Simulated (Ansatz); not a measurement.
Species: ZrH, charge 0, multiplicity 4. The spin state was set by rule; other spins were not relaxed. 
Geometry from a B3LYP-D3(BJ)/def2-TZVP (Ansatz, a program for electronic structure) optimisation:
SMILES: [ZrH]
```xyz
2

Zr     0.0000     0.0000    -0.0456
H      0.0000     0.0000     1.8224
```
Charge 0, spin multiplicity 4.

Computed values are from Ansatz. Correlated levels leave the core frozen unless marked. UHF or UKS for open shells. Spin-orbit coupling is left out. The frozen core is the preceding noble-gas configuration, with the filled d and f shells of earlier blocks. In def2 rows, elements after Kr have scalar-relativistic effective core potentials. CBS(X,Y): correlation extrapolated as X^-3; Hartree-Fock from the larger set.

### Question
What is the dipole moment at CCSD(T)/def2-SVPD?

### Answer
2.50 D.

### Question
What is the T1 diagnostic at CCSD/def2-QZVPPD?

### Answer
0.035.

### Question
What is the atomisation energy De at CCSD(T)/CBS(def2-TZVPPD,def2-QZVPPD)?

### Answer
57.4 kcal/mol.

### Question
What is the vertical ionisation energy (to the triplet) at CCSD(T)/CBS(def2-TZVPPD,def2-QZVPPD)?

### Answer
6.33 eV.

### Question
What is the total energy at CCSD(T)/CBS(def2-TZVPPD,def2-QZVPPD)?

### Answer
-47.0997 Eh.
